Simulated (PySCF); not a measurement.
In⁺: ionisation energy

In⁺ [Kr] 4d10 5s2 (1S) → In²⁺ [Kr] 4d10 5s1 (2S), as a difference of total energies. All numbers are calculated (PySCF 2.14, the spin-free X2C one-electron Hamiltonian (Gaussian nucleus), in aug-cc-pwCVTZ-DK3 (10s9p7d4f1g, 109 functions)). Correlated levels: valence: [Kr] 4d10 frozen; valence and next inner shell: [Ar] 3d10 frozen. The calculations carry no spin-orbit coupling.

```json
{"method": "UHF", "ionisation energy (eV)": "17.014"}
{"method": "LDA", "ionisation energy (eV)": "19.406"}
{"method": "PBE", "ionisation energy (eV)": "18.975"}
{"method": "PBE0", "ionisation energy (eV)": "18.662"}
{"method": "r2SCAN", "ionisation energy (eV)": "18.696"}
{"method": "M06-2X", "ionisation energy (eV)": "18.646"}
{"method": "PW91", "ionisation energy (eV)": "19.062"}
{"method": "CAM-B3LYP", "ionisation energy (eV)": "18.935"}
{"method": "MP2 (valence)", "ionisation energy (eV)": "17.665"}
{"method": "SCS-MP2 (valence)", "ionisation energy (eV)": "17.795"}
{"method": "MP2 (valence and next inner shell)", "ionisation energy (eV)": "18.930"}
{"method": "SCS-MP2 (valence and next inner shell)", "ionisation energy (eV)": "18.839"}
```

Task: How much does correlation contribute at MP2 (valence and next inner shell)?

Result: 18.930 − (17.014) = 1.916 eV, measured against UHF.

Errors of the correlated levels include the incompleteness of this basis and the frozen core.

For comparison: 18.870 eV (measured; NIST Atomic Spectra Database, ionization energies).
